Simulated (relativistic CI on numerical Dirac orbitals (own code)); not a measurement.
Radial parameters of Pb XI

Computed by Dirac-Coulomb-Breit CI, orbitals from a KLI potential per configuration, model QED (radiative potential, 1s self-energy scaled to tabulated hydrogen-like ionisation energies), unscaled Slater integrals (own radial code, finite nucleus).

Slater integrals F^k, G^k are unscaled and averaged over j, outside the closed core [Kr] 4d10 4f14; ζ comes from projecting the Hamiltonian with its Breit term on Σ l·s of the shell.

- 5s2 5p6 5d4: F^2(5d,5d) = 96375, F^4(5d,5d) = 65808, ζ(5d) = 11270 cm⁻¹; <r>(5d) = 1.1, <r^2>(5d) = 1.363 (bohr units).
- 5s2 5p6 5d3 6s: F^2(5d,5d) = 96811, F^4(5d,5d) = 66108, ζ(5d) = 11574, G^2(5d,6s) = 26602 cm⁻¹; <r>(5d) = 1.094, <r^2>(5d) = 1.348, <r>(6s) = 1.641, <r^2>(6s) = 2.986 (bohr units).
- 5s2 5p6 5d3 5f: F^2(5d,5d) = 96677, F^4(5d,5d) = 66012, ζ(5d) = 11528, F^2(5d,5f) = 73644, F^4(5d,5f) = 47840, G^1(5d,5f) = 85921, G^3(5d,5f) = 53763, G^5(5d,5f) = 38617, ζ(5f) = 731.96 cm⁻¹; <r>(5d) = 1.096, <r^2>(5d) = 1.352, <r>(5f) = 1.486, <r^2>(5f) = 2.507 (bohr units).

Problem. Give the Racah parameters of the d shell in 5s2 5p6 5d4.

Solution. B = F²/49 − 5F⁴/441 = 1221 cm⁻¹ and C = 35F⁴/441 = 5223 cm⁻¹.

In this model ζ of a weakly bound d, f or g electron outside closed shells comes out too small, for d by up to a factor of two or three and at times with the wrong sign; that of an outer p electron is too small as well.

Averages of the first 10 configurations, taken without configuration mixing, which lowers the lowest level and can move excited configurations by several eV; other configurations of the list can lie among them:

```
    Configuration  Parity  States  Average energy above the lowest level (eV)
      5s2 5p6 5d4    even     210                                        10.3
   5s2 5p6 5d3 6s    even     240                                        49.8
   5s2 5p6 5d3 5f     odd    1680                                        80.9
      5s2 5p5 5d5     odd    1512                                        88.7
   5s2 5p6 5d3 6p     odd     720                                        69.8
   5s2 5p6 5d3 5g    even    2160                                       122.2
5s2 5p6 5d2 6s 6p     odd     540                                       110.7
5s2 5p6 5d2 5f 6s     odd    1260                                       122.2
       5s 5p6 5d5    even     504                                       153.6
   5s2 5p6 5d3 6d    even    1200                                        95.9
```
